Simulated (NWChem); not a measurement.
System: C₂H₃ClF₂Si; SMILES F/C=C(/F)[SiH2]Cl

Here is an NWChem input.

```
start job
memory heap 200 mb stack 900 mb global 1100 mb
geometry units angstroms noautosym nocenter noautoz
  F      1.563572     1.973101    -0.005831
  C      0.258442     1.971112    -0.321294
  C     -0.519038     0.925419    -0.029593
  F     -1.827234     1.011688    -0.405351
  Si    -0.034103    -0.655551     0.849616
  Cl     0.168121    -2.211595    -0.514631
  H     -0.076745     2.874684    -0.821902
  H     -1.123791    -1.021377     1.781049
  H      1.256663    -0.474705     1.545056
end
basis spherical
  * library def2-svp
end
dft
  xc m06-2x
  iterations 150
end
cosmo
  do_cosmo_smd true
  solvent propnol2
end
task dft energy
```

Excerpt of the output:

```
             Northwest Computational Chemistry Package (NWChem) 7.3.0
             --------------------------------------------------------

                             Geometry "geometry" -> ""
                             -------------------------

 Output coordinates in angstroms (scale by  1.889725989 to convert to a.u.)

  No.       Tag          Charge          X              Y              Z
 ---- ---------------- ---------- -------------- -------------- --------------
    1 F                    9.0000     1.56357200     1.97310100    -0.00583100
    2 C                    6.0000     0.25844200     1.97111200    -0.32129400
    3 C                    6.0000    -0.51903800     0.92541900    -0.02959300
    4 F                    9.0000    -1.82723400     1.01168800    -0.40535100
    5 Si                  14.0000    -0.03410300    -0.65555100     0.84961600
    6 Cl                  17.0000     0.16812100    -2.21159500    -0.51463100
    7 H                    1.0000    -0.07674500     2.87468400    -0.82190200
    8 H                    1.0000    -1.12379100    -1.02137700     1.78104900
    9 H                    1.0000     1.25666300    -0.47470500     1.54505600

 Effective nuclear repulsion energy (a.u.)     345.6685211788

                                 NWChem DFT Module
                                 -----------------

 Summary of "ao basis" -> "ao basis" (spherical)
 ------------------------------------------------------------------------------
       Tag                 Description            Shells   Functions and Types
 ---------------- ------------------------------  ------  ---------------------
 F                          def2-svp                 6       14   3s2p1d
 C                          def2-svp                 6       14   3s2p1d
 Si                         def2-svp                 8       18   4s3p1d
 Cl                         def2-svp                 8       18   4s3p1d
 H                          def2-svp                 3        5   2s1p

 in cosmo_initialize ...
 calling solv_data for solv:propnol2

 solvent parameters
 solvname_short: propnol2
 solvname_long:  2-propanol
 dielec:       19.2640
 dielecinf:     1.8978
 nonaqueous SMD model solvent descriptors
 dielec:       19.2640
 sola:          0.3300
 solb:          0.5600
 solc:          0.0000
 solg:         30.1300
 solh:          0.0000
 soln:          1.3776

          ---------------
          -cosmo- solvent
          ---------------
 Cosmo: York-Karplus, doi: 10.1021/jp992097l
 dielectric constant -eps-     =  19.26
 screen = (eps-1)/(eps    )    =   0.94809
 surface charge correction     = lagrangian

   van der Waals surface
 --------------------------

 ---------- ATOMIC COORDINATES (A.U.) ------------ VDWR(ANG.) --
     1    2.95472264    3.72862024   -0.01101899     1.730
     2    0.48838456    3.72486157   -0.60715762     1.850
     3   -0.98083960    1.74878833   -0.05592266     1.850
     4   -3.45297158    1.91181311   -0.76600232     1.730
     5   -0.06444533   -1.23881176    1.60554144     2.470
     6    0.31770262   -4.17930855   -0.97251158     2.380
     7   -0.14502702    5.43236506   -1.55316957     1.200
     8   -2.12365706   -1.93012266    3.36569458     1.200
     9    2.37474873   -0.89706238    2.91973248     1.200
 number of segments per atom =        128
 number of   points per atom =        128
 atom (   nspa,  nppa )
 ----------------------
    1 (     80,     0 )       0
    2 (     47,     0 )       0
    3 (     19,     0 )       0
    4 (     79,     0 )       0
    5 (     65,     0 )       0
    6 (     92,     0 )       0
    7 (     53,     0 )       0
    8 (     33,     0 )       0
    9 (     31,     0 )       0
 number of -cosmo- surface points =      499
 molecular surface =    154.237 angstrom**2
 molecular volume  =    139.954 angstrom**3
 -lineq- algorithm             =   0
 -bem- low  level              =   3
 -bem- from -octahedral-
 gaussian surface charge width =   4.50000
 degree of switching           =   1.00000
 switching function tolerance  =   0.00010
 atomic radii =
 --------------
    1  9.000  1.730
    2  6.000  1.850
    3  6.000  1.850
    4  9.000  1.730
    5 14.000  2.470
    6 17.000  2.380
    7  1.000  1.200
    8  1.000  1.200
    9  1.000  1.200
 ...... end of -cosmo- initialization ......

 nat:                     9
 ixmem:                  4523
 calling mnsol_interface()
 G(SMD-CDS) energy (kcal/mol)  =     0.406
 SMD-CDS SASA (angstrom**2)    =   161.510

            General Information
            -------------------
          SCF calculation type: DFT
          Wavefunction type:  closed shell.
          No. of atoms     :     9
          No. of electrons :    64
           Alpha electrons :    32
            Beta electrons :    32
          Charge           :     0
          Spin multiplicity:     1
          Use of symmetry is: off; symmetry adaption is: off
          Maximum number of iterations: 150
          AO basis - number of functions:   107
                     number of shells:    49
          Convergence on energy requested:  1.00D-06
          Convergence on density requested:  1.00D-05
          Convergence on gradient requested:  5.00D-04

              XC Information
              --------------
                       M06-2X Method XC Functional
                     Hartree-Fock (Exact) Exchange  0.540
                        M06-2X Exchange Functional  1.000
                      M06-2X Correlation Potential  1.000

             Grid Information
             ----------------
          Grid used for XC integration:  medium
          Radial quadrature: Mura-Knowles
          Angular quadrature: Lebedev.
          Tag              B.-S. Rad. Rad. Pts. Rad. Cut. Ang. Pts.
          ---              ---------- --------- --------- ---------
          F                   0.50       49          11.0       434
          C                   0.70       49          11.0       434
          Si                  1.10       88          11.0       590
          Cl                  1.00       88          12.0       590
          H                   0.35       45          12.0       434
          Grid pruning is: on
          Number of quadrature shells:   507
          Spatial weights used:  Erf1

      Superposition of Atomic Density Guess
      -------------------------------------

 Sum of atomic energies:       -1023.39454435

      Non-variational initial energy
      ------------------------------

 Total energy =   -1025.378045
 1-e energy   =   -2104.890759
 2-e energy   =     733.844192
 HOMO         =      -0.267306
 LUMO         =       0.021444

   convergence    iter        energy       DeltaE   RMS-Dens  Diis-err
 ---------------- ----- ----------------- --------- --------- ---------
     COSMO gas phase
 d= 0,ls=0.0,diis     1  -1026.7254468266 -1.37D+03  1.10D-02  7.09D-01
 d= 0,ls=0.0,diis     2  -1026.7509027955 -2.55D-02  5.06D-03  6.62D-01
 d= 0,ls=0.0,diis     3  -1026.8154526765 -6.45D-02  8.31D-04  1.93D-02
 d= 0,ls=0.0,diis     4  -1026.8169832040 -1.53D-03  3.17D-04  1.51D-03
 d= 0,ls=0.0,diis     5  -1026.8171485378 -1.65D-04  8.48D-05  6.72D-05
  Resetting Diis
 d= 0,ls=0.0,diis     6  -1026.8171569355 -8.40D-06  2.59D-05  8.69D-06
 d= 0,ls=0.0,diis     7  -1026.8171579415 -1.01D-06  1.83D-05  1.76D-06
 d= 0,ls=0.0,diis     8  -1026.8171578212  1.20D-07  1.01D-05  2.74D-06
 d= 0,ls=0.0,diis     9  -1026.8171581683 -3.47D-07  1.02D-06  1.03D-08

   convergence    iter        energy       DeltaE   RMS-Dens  Diis-err
 ---------------- ----- ----------------- --------- --------- ---------
     COSMO solvation phase
 d= 0,ls=0.0,diis     1  -1026.8213083234 -4.15D-03  9.88D-04  1.93D-03
 d= 0,ls=0.0,diis     2  -1026.8218802188 -5.72D-04  2.16D-04  6.16D-04
 d= 0,ls=0.0,diis     3  -1026.8219375063 -5.73D-05  1.04D-04  1.40D-04
 d= 0,ls=0.0,diis     4  -1026.8219555620 -1.81D-05  2.81D-05  9.23D-06
 d= 0,ls=0.0,diis     5  -1026.8219567038 -1.14D-06  1.03D-05  6.14D-07
 d= 0,ls=0.0,diis     6  -1026.8219568187 -1.15D-07  2.75D-06  4.48D-08

         Total DFT energy =    -1026.821956818730
      One electron energy =    -2107.025441586967
           Coulomb energy =      816.608690910314
    Exchange-Corr. energy =      -81.943934956564
 Nuclear repulsion energy =      345.668521178823

             COSMO energy =       -0.129792364336

 Numeric. integr. density =       64.000009354813

                                COSMO-SMD solvation results
                                ---------------------------

             internal energy in gas <Psi(g)|H|Psi(g)> =     -1026.817158168296
         internal energy in solvent <Psi(s)|H|Psi(s)> =     -1026.816389379573
                               delta internal energy  =         0.000768788723 (    0.48 kcal/mol)
   total free energy in solvent <Psi(s)|H+V/2|Psi(s)> =     -1026.822603893396
 polarization energy contribution <Psi(s)|V/2|Psi(s)> =        -0.006214513823 (   -3.90 kcal/mol)
    total free energy in solvent including G(SMD-CDS) =     -1026.821956818730
                       G(SMD-CDS) energy contribution =         0.000647074666 (    0.41 kcal/mol)
     1 M fixed-concentration free energy of solvation =        -0.004798650434 (   -3.01 kcal/mol)

                       DFT Final Molecular Orbital Analysis
                       ------------------------------------

 Vector   30  Occ=2.000000D+00  E=-3.797937D-01
              MO Center=  6.7D-03, -1.2D+00, -1.2D-01, r^2= 3.8D+00
   Bfn.  Coefficient  Atom+Function         Bfn.  Coefficient  Atom+Function
  ----- ------------  ---------------      ----- ------------  ---------------
    87      0.403049  6 Cl pz                86     -0.294073  6 Cl py
    84      0.287973  6 Cl pz                33     -0.211622  3 C  py
    83     -0.211058  6 Cl py                81      0.166228  6 Cl pz
    85      0.165840  6 Cl px               103     -0.143457  9 H  s
    31      0.130508  3 C  s                 47     -0.130609  4 F  py

 Vector   31  Occ=2.000000D+00  E=-3.772641D-01
              MO Center=  8.1D-02, -1.7D+00,  1.5D-01, r^2= 2.9D+00
   Bfn.  Coefficient  Atom+Function         Bfn.  Coefficient  Atom+Function
  ----- ------------  ---------------      ----- ------------  ---------------
    85      0.524258  6 Cl px                82      0.376450  6 Cl px
    98      0.218534  8 H  s                 79      0.216984  6 Cl px
   103     -0.190180  9 H  s                 99      0.171412  8 H  s
    86      0.156918  6 Cl py               104     -0.156230  9 H  s
    64     -0.153958  5 Si px                83      0.111614  6 Cl py

 Vector   32  Occ=2.000000D+00  E=-3.282210D-01
              MO Center= -1.5D-01,  1.3D+00, -1.6D-01, r^2= 2.4D+00
   Bfn.  Coefficient  Atom+Function         Bfn.  Coefficient  Atom+Function
  ----- ------------  ---------------      ----- ------------  ---------------
    34      0.345735  3 C  pz                20      0.338360  2 C  pz
    37      0.224440  3 C  pz                48      0.222205  4 F  pz
     6      0.217915  1 F  pz                23      0.202673  2 C  pz
    51     -0.186048  4 F  pz                 9     -0.179680  1 F  pz
    33      0.165856  3 C  py                19      0.155133  2 C  py

 Vector   33  Occ=0.000000D+00  E= 5.166944D-03
              MO Center= -3.2D-02,  6.2D-01,  2.0D-01, r^2= 4.0D+00
   Bfn.  Coefficient  Atom+Function         Bfn.  Coefficient  Atom+Function
  ----- ------------  ---------------      ----- ------------  ---------------
    69      0.502170  5 Si pz                68      0.437811  5 Si py
    23     -0.424788  2 C  pz                20     -0.357917  2 C  pz
    78      0.347833  6 Cl s                 86      0.308783  6 Cl py
    37      0.255645  3 C  pz                34      0.237137  3 C  pz
    87      0.205841  6 Cl pz                99     -0.200209  8 H  s

 Vector   34  Occ=0.000000D+00  E= 6.995722D-02
              MO Center= -3.3D-01,  2.0D-01,  4.0D-01, r^2= 4.4D+00
   Bfn.  Coefficient  Atom+Function         Bfn.  Coefficient  Atom+Function
  ----- ------------  ---------------      ----- ------------  ---------------
    67      0.930209  5 Si px                99      0.758757  8 H  s
   104     -0.706907  9 H  s                 94      0.355026  7 H  s
    35      0.351847  3 C  px                21      0.336108  2 C  px
    68      0.302567  5 Si py                45      0.291972  4 F  s
    17     -0.289313  2 C  s                  3     -0.249925  1 F  s

 Vector   35  Occ=0.000000D+00  E= 8.228945D-02
              MO Center=  5.7D-02, -8.9D-01,  1.0D+00, r^2= 3.8D+00
   Bfn.  Coefficient  Atom+Function         Bfn.  Coefficient  Atom+Function
  ----- ------------  ---------------      ----- ------------  ---------------
    68      1.266134  5 Si py                31     -1.095692  3 C  s
    69     -0.802281  5 Si pz               104      0.524896  9 H  s
    99      0.478301  8 H  s                 36      0.435593  3 C  py
    67     -0.417966  5 Si px                37     -0.369489  3 C  pz
    87      0.362182  6 Cl pz                59     -0.331739  5 Si s

     Multipole analysis of the density
     ---------------------------------

     L   x y z        total         alpha         beta         nuclear
     -   - - -        -----         -----         ----         -------
     0   0 0 0     -0.000000    -32.000000    -32.000000     64.000000

     1   1 0 0      0.056729      1.445462      1.445462     -2.834196
     1   0 1 0      0.729351      1.454991      1.454991     -2.180630
     1   0 0 1      0.426369      0.360451      0.360451     -0.294533

     2   2 0 0    -38.828011   -121.928208   -121.928208    205.028405
     2   1 1 0     -0.343665    -10.216828    -10.216828     20.089991
     2   1 0 1     -0.430055     -7.901042     -7.901042     15.372029
     2   0 2 0    -34.313565   -323.193912   -323.193912    612.074258
     2   0 1 1     -2.493176      0.757972      0.757972     -4.009119
     2   0 0 2    -34.160242    -58.052388    -58.052388     81.944534
```

Level: M06-2X/def2-SVP, SMD on the gas-phase geometry. All runs use the structure optimised with B3LYP/6-31G* (spherical d). Solvent: 2-propanol.
